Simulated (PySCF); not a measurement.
**Levels of Er(39+) from EOM-EA-GCCSD**

Reference: closed-shell Er(40+), [Ar] 3d10; one electron is added. Calculated with PySCF 2.14, two-component X2C-1e with screened spin-orbit coupling, an uncontracted even-tempered set (18 s from 2.9 bohr⁻², ratio 2.6; 15 p from 3.8 bohr⁻², ratio 2.6; 10 d from 3.8 bohr⁻², ratio 2.6; 5 f from 3.9 bohr⁻², ratio 2.8); frozen [Ar]; the 98 highest virtual spinors dropped; of the others 70 kept and the rest restored at second order. No Breit or QED terms. Binding energies in eV.

```csv
level,Koopmans
4s1/2,1857.1
4p1/2,1772.8
4p3/2,1705.9
```

Question: How does correlation move these levels?

Answer: 4s1/2: second order 1858.5, EOM-CCSD 1858.5; 4p1/2: second order 1774.1, EOM-CCSD 1774.1; 4p3/2: second order 1707.2, EOM-CCSD 1707.1.

For comparison, the ionisation energy of Er(39+) is 1858.5 ± 0.5 eV (semi-empirical (NIST evaluation); NIST Atomic Spectra Database, ionization energies).
